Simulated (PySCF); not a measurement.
Potential energy of KMg⁺ along the bond

Set-up: PySCF, no relativity, basis sets K def2-SVP, Mg def2-SVP. Energies in eV from K⁺ + Mg in their ground configurations at the same level. State: ¹Σ⁺ (singlet), closed shell.

```tsv
R (Å)	PBE	RHF-CCSD
3.253	-0.2480	
3.405	-0.3094	-0.1967
3.556	-0.3416	-0.2472
3.670	-0.3522	-0.2691
3.783	-0.3543	-0.2808
3.897	-0.3502	-0.2848
4.048	-0.3376	-0.2812
4.237	-0.3147	-0.2671
4.464	-0.2818	-0.2421
4.767	-0.2358
```

Question: Put a parabola through the three lowest points of the PBE curve and estimate Re, k and ωe (reduced mass 14.85 u; 1 eV/Å² = 0.16022 mdyn/Å; ωe = 1302.8·√(k/μ) cm⁻¹).

Answer: Through R = 3.67, 3.783, 3.897 Å the second-order coefficient is 0.240 eV/Å², so Re ≈ 3.765 Å, k ≈ 0.0770 mdyn/Å and ωe ≈ 94 cm⁻¹. A polynomial fit of higher order to the unrounded PBE energies gives Re = 3.759 Å, k = 0.0830 mdyn/Å, ωe = 97.4 cm⁻¹; anharmonicity and rounding make the difference.

The higher-order fit for each curve: PBE: Re = 3.759 Å, ωe = 97.4 cm⁻¹, De = 0.354 eV; RHF-CCSD: Re = 3.911 Å, ωe = 89.5 cm⁻¹, De = 0.285 eV.

Correlated steps freeze 6 core orbitals. Closed-shell solutions of metal pairs were not tested for spin polarisation, which can lower them a little. The bond is weak. Basis-set superposition, not corrected here, can be much of De in a small basis, most of all at correlated wavefunction levels. For an ion De counts to the pair picked by the measured ionisation energies or electron affinities, which need not be the lowest pair at this level.
